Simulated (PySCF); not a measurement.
# What a mistake does to a calculation on BH3NSi cation

These are calculations, not measurements. They come from PySCF 2.14.0, an open-source quantum chemistry program, on an isolated molecule that a program drew, which may never have been made. The molecule is BH3NSi cation (charge +1, singlet), drawn as the SMILES string `B=N[SiH2+]`.

Each row is a Hartree-Fock (HF) and frozen-core CCSD(T) single point in the cc-pV(D+d)Z basis, meant for a local HF minimum. Run 1 is clean. Each other run has one planted mistake out of seven kinds, and not every kind appears here: one electron removed, one electron added, multiplicity raised by two, geometry at a saddle point, minimal basis STO-3G, one bond length entered in bohr, all coordinates scaled. The reference is restricted for singlets and unrestricted otherwise, and also for a bond in bohr. Adding or removing an electron swaps singlet and doublet. Electrons count all cores. HOMO and LUMO are orbital energies over both spins, the gradient is its largest component, and the lowest frequency (negative if imaginary) is given only where the gradient is small. Bond lengths are over the 5 bonds as drawn. T1 is the CCSD diagnostic: over 0.02 (restricted) or 0.045 (unrestricted) a single reference is doubtful.

Geometry of the clean run:
```xyz
6
BH3NSi cation, angstrom
B     0.5796    2.0154    0.2973
N     0.4642    1.1121    1.1847
Si    0.3185   -0.0323    2.3082
H     0.6855    2.8457   -0.5187
H    -0.7825    0.0145    3.2620
H     1.2868   -1.1195    2.3758
```

| run | electrons | basis functions | <S^2> | HOMO (eV) | LUMO (eV) | gradient (hartree/bohr) | lowest frequency (cm^-1) | mean bond (Å) | longest bond (Å) | T1 | HF (hartree) | CCSD(T) (hartree) | mistake |
|---|---|---|---|---|---|---|---|---|---|---|---|---|---|
| 1 | 28 | 66 | 0.000 | -17.82 | -4.97 | 1.8e-05 | 161 | 1.3931 | 1.610 | 0.0158 | -369.58438 | -369.92816 | no fault |
| 2 | 28 | 66 | 0.000 | -16.90 | -5.10 | 5.8e-02 | - | 1.5060 | 1.741 | 0.0201 | -369.54463 | -369.90457 | all coordinates scaled |
| 3 | 28 | 66 | 0.709 | -17.81 | -5.16 | 2.0e-02 | - | 1.6011 | 2.209 | 0.0783 | -369.44843 | -369.79358 | one bond length entered in bohr |
| 4 | 29 | 66 | 0.790 | -6.33 | 2.36 | 6.4e-02 | - | 1.3931 | 1.610 | 0.0201 | -369.79126 | -370.15962 | one electron added |
| 5 | 28 | 66 | 2.021 | -12.31 | -8.16 | 9.3e-02 | - | 1.3931 | 1.610 | 0.0502 | -369.42990 | -369.75535 | multiplicity raised by two |
| 6 | 28 | 22 | 0.000 | -15.97 | -2.47 | 4.3e-02 | - | 1.3931 | 1.610 | 0.0209 | -365.28088 | -365.45793 | ? |

**Which mistake was planted in run 6, and what did it cost?**

It has 22 basis functions where the clean run has 66, with the same electrons and geometry. So the mistake is: minimal basis STO-3G. Subtracting run 1 and multiplying by 627.51 kcal/mol a hartree, the energy moved by 2700.5 kcal/mol in HF and 2805.1 kcal/mol in CCSD(T).

Cautions from the logs. Run 2: T1 is over the limit, so its CCSD(T) energy is less reliable; run 3: T1 is over the limit, so its CCSD(T) energy is less reliable; run 5: T1 is over the limit, so its CCSD(T) energy is less reliable; run 6: T1 is over the limit, so its CCSD(T) energy is less reliable.
